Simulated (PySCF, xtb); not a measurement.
2-butanone cation (C4H8O), SMILES CCC(C)=O (connectivity only; charge and spin as stated), charge +1, multiplicity 2. Other conformers were not sampled.

Harmonic wavenumbers (cm⁻¹) from GFN2-xTB (xtb) at its own minimum, in rising order: 47, 131, 222, 255, 353, 470, 536, 680, 779, 894, 899, 961, 996, 1015, 1082, 1154, 1184, 1285, 1316, 1326, 1353, 1387, 1391, 1432, 1855, 2890, 2916, 2985, 2991, 2997, 3018, 3025, 3056.

What does B3LYP-D3(BJ)/def2-SVP run with PySCF give at its own minimum? (The exact figures need the calculation; the answer reports its results.)

61, 125, 231, 244, 350, 420, 476, 610, 737, 857, 938, 960, 1003, 1050, 1082, 1232, 1264, 1311, 1380, 1396, 1407, 1422, 1430, 1465, 1697, 3010, 3035, 3037, 3092, 3121, 3139, 3160, 3197. Paired by order, the mean absolute difference is 59 cm⁻¹ and the zero-point energies are 67.0 and 68.5 kcal/mol.
